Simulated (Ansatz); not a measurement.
`O[SiH](F)[O][GeH3]` + `[SH][GeH3]` → `O[SiH](F)[S][GeH3]` + `[OH][GeH3]`  (ligand exchange at the Si–O bond)

Gas-phase electronic energies from Ansatz, PBE0-D4/def2-TZVP geometries. CCSD(T)/CBS is the MP2 limit (def2-TZVPP, def2-QZVPP) plus CCSD(T) − MP2 in def2-TZVPP, frozen cores. Functionals use def2-TZVPP. For Ge outer-core shells are correlated without core-valence functions, which leaves a few kJ/mol of doubt a bond. Scalar relativity is left out up to krypton. Each species was taken in one conformer, which may not be the lowest.

`O[SiH](F)[O][GeH3]`:

```xyz
10

O     1.092   -0.521   -1.407
Si    0.818   -1.069    0.106
F     2.060   -0.654    1.017
O    -0.539   -0.400    0.640
Ge   -1.366    1.158    0.355
H     1.970   -0.616   -1.780
H     0.719   -2.535    0.182
H    -2.136    1.040   -0.965
H    -0.309    2.270    0.300
H    -2.308    1.327    1.552
```

`[SH][GeH3]`:

```xyz
6

S     1.030   -0.358   -1.332
Ge   -0.112   -0.014    0.545
H     0.115    0.224   -2.123
H    -1.475   -0.720    0.479
H    -0.316    1.490    0.781
H     0.758   -0.622    1.650
```

`O[SiH](F)[S][GeH3]`:

Z-matrix (Å, degrees):
```
Si
F 1 1.598
S 1 2.097 2 112.4
O 1 1.634 2 107.4 3 119.1
H 1 1.476 2 106.1 3 -119.2
Ge 3 2.241 1 98.4 2 79.8
H 4 0.959 1 117.9 2 39.5
H 6 1.533 3 109.7 1 -42.6
H 6 1.534 3 104.0 1 -161.2
H 6 1.532 3 109.7 1 80.1
```

`[OH][GeH3]`:

Cartesian coordinates in Å:
```
O -1.181 -0.409 -0.567
Ge 0.310 0.290 0.116
H -1.241 -1.356 -0.430
H 0.210 1.783 -0.205
H 1.543 -0.349 -0.551
H 0.358 0.042 1.637
```

CCSD(T)/CBS gives +16.4 kcal/mol.

Q: Another level gave +15.4 kcal/mol. Which?
A. BHLYP/def2-TZVPP
B. BLYP/def2-TZVPP
C. BLYP-D4/def2-TZVPP
D. PBE0-D4/def2-TZVPP

A: C. BLYP-D4 15.4, PBE0-D4 14.0, BLYP 16.9, BHLYP 19.6 kcal/mol.

Q: What do rigid-rotor, harmonic-oscillator terms from PBE0-D4/def2-TZVP frequencies (298.15 K, 1 bar) make of the CCSD(T)/CBS value? (An estimate is asked.)

A: Ansatz gave: ΔZPE = +1.2 kcal/mol, ΔH = +17.6 kcal/mol, ΔS = -11 J/(mol·K), ΔG = +18.4 kcal/mol. Modes under 50 cm⁻¹ make the entropy rough.

Largest T1 diagnostic among the species: 0.012.

From r2SCAN to r2SCAN0 (25 % exact exchange), in def2-TZVPP and without D4, ΔE moves by +0.8 kcal/mol. In def2-TZVPP, CCSD(T) changes the Hartree–Fock value by −5.0 kcal/mol (the triples alone add −1.1 kcal/mol) and MP2 by −6.3 kcal/mol.

CCSD(T)/CBS has its own doubt, a few kJ/mol and more with outer-core shells, so smaller differences from it don't rank the levels.
